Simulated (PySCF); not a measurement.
Compound: C6H10BNO2.
Cartesian coordinates in Å at the PBE0-D3(BJ)/def2-SVP level; atoms count from 1:
```xyz
20
C6H10BNO2 angstrom
C      3.2864   -0.6762    0.1011
N      2.5368    0.2449    0.5321
C      1.1503    0.1641    0.2655
C      0.0399    0.1543    1.3364
C     -0.7077    0.1582   -0.0219
B     -2.2500    0.1608   -0.3001
O     -3.1032    0.1970    0.7634
O     -2.6578    0.1313   -1.6025
C      0.3256   -0.9012   -0.5074
C      0.3243    1.2357   -0.4734
H      2.9139   -1.5417   -0.4826
H      4.3677   -0.6358    0.3000
H     -0.0514    1.0607    1.9537
H     -0.0434   -0.7604    1.9440
H     -4.0392    0.2003    0.5430
H     -3.6095    0.1416   -1.7385
H      0.2440   -1.9001   -0.0481
H      0.4799   -0.9643   -1.5960
H      0.4981    1.3273   -1.5569
H      0.2518    2.2191    0.0162
```

All values: PBE0/pcSseg-1 (PySCF, non-relativistic), on one gas-phase PBE0-D3(BJ)/def2-SVP geometry that isn't relaxed in the solvent. The solvent is an IEF-PCM continuum (cavity from Bondi-type radii × 1.2). The model holds no explicit solvent molecules, cavitation or dispersion.

```
run  E − E(gas) (kcal/mol)  HOMO (eV)  HOMO–LUMO gap (eV)  dipole (D)
gas                   0.00      -6.99                6.75        3.53
  P                 -12.16      -7.28                6.86        4.39
  Q                  -8.34      -7.18                6.83        4.12
```

Task: The runs were made in chloroform and water. Which run belongs to which solvent?

Result: P = water, Q = chloroform. The dielectric constants are 4.711 (chloroform), 78.36 (water), and the energy falls further as ε rises. In this model the ground state sees the solvent through ε alone.

Task: How constant is the ratio of the lowering to (ε − 1)/(2ε + 1)?

Result: 
```tsv
solvent	(ε − 1)/(2ε + 1)	E − E(gas) (kcal/mol)	ratio (kcal/mol)	polarisation term (kcal/mol)
chloroform	0.356	-8.34	-23.4	-9.22
water	0.490	-12.16	-24.8	-14.07
```

The ratio changes by +5.8 % in size from chloroform to water. The polarisation term is half the interaction of the solute with the induced surface charges.

On an Arm Neoverse N1 with one thread, shared host, this took 84 s of wall time and 1.2 GiB of memory at its peak. This is the whole shielding run at PBE0/pcSseg-1 in water, SCF included.
